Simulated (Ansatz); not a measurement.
The first iterations of a band of AlBrCl2FH (6 atoms, charge 0, multiplicity 1).

Computed with RKS BLYP/def2-SVP (Ansatz).

```json
{"movable images": "9", "climbing image": "yes", "spring": "5.0 eV/Å²", "optimiser": "quadratic models (default)", "start path": "through a guess of the saddle point", "force threshold": "0.03 eV/Å", "iteration limit": "59", "end points": "relaxed"}
```

First end point:

```xyz
6
Properties=species:S:1:pos:R:3
Al 0.010 0.000 -0.011
F 0.011 0.378 1.639
Cl 1.835 0.183 -1.051
Cl -1.836 0.096 -1.027
Br 0.079 -2.653 0.977
H 0.065 -1.760 2.121
```

Last end point:

```xyz
6
Properties=species:S:1:pos:R:3
Al 0.021 -0.510 -0.136
F 0.022 -0.004 1.799
Cl 1.832 0.254 -0.911
Cl -1.834 0.166 -0.887
Br 0.079 -2.704 0.720
H 0.045 -0.959 2.065
```

| iteration | highest image above the first end (eV) | largest band force component (eV/Å) |
| --- | --- | --- |
| 1 | 1.065 | 2.041 |
| 2 | 0.345 | 1.378 |
| 3 | 0.148 | 0.977 |

**Question.** Does the band converge within its limit, and where does its top end?

**Answer.** It converged. It ended after 9 iterations with the highest image 0.110 eV above the first end. A vibrational analysis at the climbing image gives one clearly imaginary mode, 406i cm⁻¹: a first-order saddle point. The orbitals stay closed-shell, which can raise the energy where a bond breaks towards radicals; this wasn't checked here.

Time of the run: 3 min on 2 threads of Arm Neoverse V1, on a shared host, peak memory 0.15 GiB.
